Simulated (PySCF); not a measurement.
**Static response to an electric field**

Species: C6H11P.
Cartesian coordinates in Å at the GFN2-xTB level; atoms count from 1:
```
atom  x, y, z in Å
C1    -0.0851   -0.9783   -1.1669
C2    -0.2303   -0.0274    0.0213
C3    -0.3121    1.4163   -0.4751
C4    -1.4950   -0.3742    0.8085
C5     0.9921   -0.1810    0.9564
C6     2.2397    0.1186    0.3010
P7     3.5685    0.4490   -0.4307
H8    -0.0274   -2.0110   -0.8284
H9     0.8192   -0.7502   -1.7275
H10   -0.9376   -0.8834   -1.8356
H11    0.5948    1.6860   -1.0126
H12   -0.4315    2.1043    0.3597
H13   -1.1601    1.5395   -1.1450
H14   -2.3735   -0.2674    0.1757
H15   -1.4582   -1.4008    1.1685
H16   -1.6107    0.2869    1.6655
H17    0.8714    0.4879    1.8164
H18    1.0269   -1.2084    1.3372
```

Level: CAM-B3LYP/def2-SVPD (PySCF), static field, nuclei fixed, core orbitals frozen in the response. The polarisability tensor in these axes (au):

```
x   119.88   6.50 -10.56
y     6.50  82.87  -2.14
z   -10.56  -2.14  85.80
```

Question: Diagonalise the tensor; give its mean and Δα, where Δα² is half the sum of the squared differences of the eigenvalues.

Answer: Principal values 81.67, 82.86 and 124.02 au; mean 96.18 au = 14.25 Å³ = 15.86 × 10⁻⁴⁰ C²·m²/J; Δα = 41.76 au (43 % of the mean).

Question: What is the dipole moment, and where does it point?

Answer: (-1.40, -0.26, 0.48) D, 1.50 D in size, pointing from the negative to the positive side. Measured along this direction, the outermost atoms are P7 at the negative end and H14 at the positive end.

Question: What molar refraction does this α imply?

Answer: Lorentz–Lorenz: R = (4π/3)N_A α = 2.5225 cm³/(mol·Å³) × 14.25 Å³ = 36.0 cm³/mol, in the limit of long wavelengths.

Question: Rayleigh depolarisation ratio (linearly polarised light, static tensor)?

Answer: ρ = 3Δα²/(45ᾱ² + 4Δα²) = 5232.4/(416298 + 6976.5) = 0.0124.

Question: Traceless (Buckingham) quadrupole moment about the centre of nuclear charge: eigenvalues?

Answer: -2.25, 0.27, 1.98 D·Å. The values depend on the origin, since the dipole doesn't vanish. The electronic extent ⟨r²⟩ about the same centre is 1148 bohr², a root-mean-square distance of 2.28 Å for the 62 electrons.

Geometry: GFN2-xTB; no solvent, vibrations or thermal averaging.
